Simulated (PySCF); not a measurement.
A structure optimised at ωB97X-D3(BJ)/def2-SVP, used in a PySCF frequency run:

```xyz
12

C     -2.0225     0.3177    -0.0262
C     -0.6606     0.4400     0.5530
C      0.4998    -0.1406    -0.0980
C      1.8493     0.0386     0.5756
O      0.3902    -0.7553    -1.1567
H     -1.9820    -0.2483    -0.9669
H     -2.4618     1.3130    -0.2189
H     -2.7070    -0.1918     0.6756
H     -0.5201     0.9805     1.4965
H      1.8419    -0.4094     1.5824
H      2.6246    -0.4442    -0.0336
H      2.0863     1.1084     0.6920
```
Charge 0, spin multiplicity 2.

Task: Write its SMILES and formula.

Result: C[CH]C(C)=O, C4H7O

Task: What are its rotational constants (standard atomic weights)?

Result: 10.074, 3.6260, 2.7585 GHz
